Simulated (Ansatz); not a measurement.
Consider the ligand exchange at the Si–S bond: `CO[SiH2]SC` + `S[SiH2]Cl` → `CO[SiH2]S[SiH2]Cl` + CH₃SH.

Program: Ansatz. Geometries: PBE0-D4/def2-TZVP. ΔE: electronic, gas phase. CCSD(T)/CBS adds triple-zeta CCSD(T) − MP2 to the extrapolated MP2 energy (def2 sets, frozen cores). This one scheme is used for every species. Each species was taken in one conformer, which may not be the lowest.

| level | ΔE (kJ/mol) |
| --- | --- |
| CCSD/def2-TZVPP | -1.3 |
| SCS-MP2/def2-QZVPP | -2.1 |

Task: What does CCSD(T)/CBS give? (Best estimate.)

Result: Computed: -2.2 kJ/mol. The listed levels differ from it by 0.9, 0.1 kJ/mol.

Largest T1 diagnostic among the species: 0.011.

The D4 term adds −8.6 kJ/mol with B3LYP and −5.0 kJ/mol with PBE0; it sums over pairs of atoms, weighted by their polarisabilities, and B3LYP, whose exchange is more repulsive, gets the larger term. In def2-TZVPP, CCSD(T) changes the Hartree–Fock value by −4.3 kJ/mol (the triples alone add −0.8 kJ/mol) and MP2 by −5.6 kJ/mol.

B3LYP here is the variant with VWN-RPA as its local correlation; programs differ in this.
